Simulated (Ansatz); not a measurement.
Input and output for AlFH3PSi (`[F][Al]1[SiH2][PH]1`).

```yaml
crystal:
  periodic: [false, false, false]
  atoms:
    - {symbol: F, position_ang: [-0.553367, -2.936484, 0.562189]}
    - {symbol: Al, position_ang: [-0.325412, -1.232904, 0.465802]}
    - {symbol: Si, position_ang: [0.428318, 0.796519, 0.468259]}
    - {symbol: P, position_ang: [-1.090280, 0.372465, -1.040648]}
    - {symbol: H, position_ang: [1.863946, 1.331032, -0.043821]}
    - {symbol: H, position_ang: [0.008601, 1.665799, 1.424040]}
    - {symbol: H, position_ang: [-0.301276, -0.272428, -1.825028]}
basis:
  gaussian: {orbitals: 6-31G}
hamiltonian: {xc: {name: HSE06}}
```

```sh
$ ansatz run in.yaml --threads 2 --pin off --events-out ev --progress --plain --max-ram 4352MiB
```

It prints (some lines left out):

```
Functional definition: HSE06
592 factors; integrals over basis functions are off by at most 1.8e-4 eV
102 factors; integrals over basis functions are off by at most 3.6e-7 eV
mean field evaluation 1: about -26508.6819 eV, gradient 3.6e1 eV
mean field evaluation 2: about -26501.4903 eV, gradient 7.3e1 eV
mean field evaluation 4: about -26511.5444 eV, gradient 3.4e0 eV
mean field evaluation 8: about -26511.7011 eV, gradient 2.2e-1 eV
mean field evaluation 16: about -26511.7013 eV, gradient 3.5e-5 eV
mean field -26511.70128367 eV, -974.2870518982 hartree, gradient 3.5e-5 eV, S^2 0.000000; 0 other end points of the search recorded, 0 dependent functions left out
reference -26511.70132819 eV, -974.2870535345 hartree; 27, 27 occupied and 27, 27 virtual orbitals, 592 factors
Total energy: -26511.70132819 eV, -974.2870535345 hartree
```

It took 1.4 s on 2 threads of an Arm Neoverse V1 on a shared host, with 0.38 GiB of host memory at the peak.
